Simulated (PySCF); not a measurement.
A database entry of computed molecular properties. Lists by class give the value and the number of equivalent atoms.

```json
{
 "formula": "C7H15NOSi",
 "smiles": "C=CC[C@@H]1CO[Si@@H](NC)C1",
 "charge": 0,
 "multiplicity": 1,
 "geometry_level": "PBE0-D3(BJ)/def2-SVP",
 "atoms_angstrom": [
  ["C", 4.191, -0.381, -0.693],
  ["C", 3.236, 0.205, 0.03],
  ["C", 2.066, 0.958, -0.52],
  ["C", 0.717, 0.36, -0.12],
  ["C", 0.528, -1.078, -0.626],
  ["O", -0.827, -1.444, -0.509],
  ["Si", -1.877, -0.121, -0.507],
  ["N", -2.871, 0.055, 0.882],
  ["C", -4.174, -0.533, 1.074],
  ["C", -0.498, 1.159, -0.616],
  ["H", 4.183, -0.34, -1.787],
  ["H", 5.018, -0.919, -0.222],
  ["H", 3.286, 0.135, 1.126],
  ["H", 2.102, 2.002, -0.157],
  ["H", 2.132, 1.007, -1.621],
  ["H", 0.671, 0.323, 0.985],
  ["H", 0.853, -1.14, -1.685],
  ["H", 1.151, -1.788, -0.058],
  ["H", -2.817, -0.234, -1.657],
  ["H", -2.422, 0.341, 1.746],
  ["H", -4.864, 0.16, 1.587],
  ["H", -4.155, -1.476, 1.653],
  ["H", -4.624, -0.765, 0.096],
  ["H", -0.355, 1.449, -1.673],
  ["H", -0.669, 2.083, -0.044]
 ],
 "electronic_structure_code": "PySCF",
 "results": {
  "PBE0-D3(BJ)/def2-SVP geometry optimisation, gas phase": {
   "point_group": "C1",
   "rotational_constants_GHz": [3.328, 0.483, 0.463]
  },
  "B3LYP/def2-SVPD ground state, ΔSCF and vertical TDDFT (core frozen in the response)": {
   "dipole_D": 1.76,
   "homo_eV": -6.63,
   "lumo_eV": -0.07,
   "S1_eV": 5.94,
   "strongest_line_of_10_singlets_eV": 7.07,
   "T1_tda_eV": 4.41,
   "polarisability_au": 121.2,
   "vertical_ip_eV": 8.66,
   "r2_bohr2_about_centre_of_nuclear_charge": 2532.1,
   "singlets_eV_and_f": [
    [5.94, 0.008],
    [6.09, 0.004],
    [6.47, 0.013],
    [6.74, 0.001],
    [6.82, 0.006],
    [6.83, 0.064],
    [6.9, 0.052],
    [7.03, 0.042],
    [7.05, 0.037],
    [7.07, 0.212]
   ],
   "triplets_tda_eV": [4.41, 5.75, 6.06, 6.33]
  },
  "PBE0/pcSseg-1 ground state and GIAO shieldings, non-relativistic": {
   "shift_vs_computed_TMS_C_by_class_ppm": [
    [147.1, 1],
    [123.2, 1],
    [73.9, 1],
    [44.6, 1],
    [40.5, 1],
    [31.7, 1],
    [18.2, 1]
   ],
   "shift_vs_computed_TMS_H_by_class_ppm": [
    [5.93, 1],
    [5.29, 1],
    [5.22, 1],
    [4.69, 1],
    [4.0, 1],
    [2.97, 1],
    [2.71, 3],
    [2.51, 1],
    [1.59, 1],
    [1.54, 1],
    [0.57, 1],
    [0.35, 1],
    [0.23, 1]
   ],
   "shielding_other_nuclei_by_class_ppm": [
    ["N", 220.3, 1],
    ["O", 249.8, 1],
    ["Si", 346.4, 1]
   ],
   "charges_hirshfeld_e_by_atom": [-0.1, -0.03, -0.07, -0.03, 0.0, -0.25, 0.43, -0.24, -0.06, -0.17, 0.04, 0.05, 0.04, 0.04, 0.04, 0.03, 0.03, 0.04, -0.08, 0.12, 0.04, 0.04, 0.05, 0.04, 0.04]
  }
 }
}
```

The rotational constants make it an asymmetric top with κ = (2B − A − C)/(A − C) = -0.99, nearer the prolate limit (−1). In wavenumbers S1 is 47900 cm⁻¹ (1 eV = 8065.54 cm⁻¹).

 NMR classes are plain means over equivalent atoms (diastereotopic ones count apart unless rotation or inversion swaps them), as if these changed places fast; in this geometry the members of some classes differ.

For the geometry optimisation (PBE0-D3(BJ)/def2-SVP), time: 14 min; peak memory 1.4 GiB. Hardware: one thread, Arm Neoverse V2 (aarch64), on a shared host.

One conformer stands for the species.
